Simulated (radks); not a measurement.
The numbers below are computed, except where a source is named.
Task: The zinc ion Zn+, 29 electrons, occupied as [Ar] 3d9.5 4s1 4p0.5 (fractional occupations, a model configuration). Code: a radial shooting solver on a logarithmic mesh with Libxc functionals. Model: Dirac Kohn-Sham, LDA (Slater exchange, Perdew-Wang correlation), spin-unpolarised, spherical densities, point nucleus; open shells are shared between the two j in proportion to 2j + 1. Some entries of the table are withheld. Estimate them.

orbital,occ.,eigenvalue (hartree),<r> (bohr),<1/r> (bohr^-1)
1s1/2,2,-349.8171,0.05038,30.18
2s1/2,2,-43.00638,0.2264,6.608
2p1/2,2,-37.98230,(1),6.573
2p3/2,4,-37.10702,(2),6.416
3s1/2,2,-5.24880,0.6808,2.099
3p1/2,2,-3.65614,0.7041,1.970
3p3/2,4,-3.54233,0.7149,1.932
3d3/2,3.8,-0.89518,0.8627,1.559
3d5/2,5.7,-0.88139,0.8692,1.548
4s1/2,1,-0.58134,2.306,0.5655
4p1/2,0.166667,(3),2.924,0.4397
4p3/2,0.333333,(4),2.962,0.4335

Result: 
(1) 2p1/2 <r> (bohr): 0.1961
(2) 2p3/2 <r> (bohr): 0.1995
(3) 4p1/2 eigenvalue (hartree): -0.33710
(4) 4p3/2 eigenvalue (hartree): -0.33153
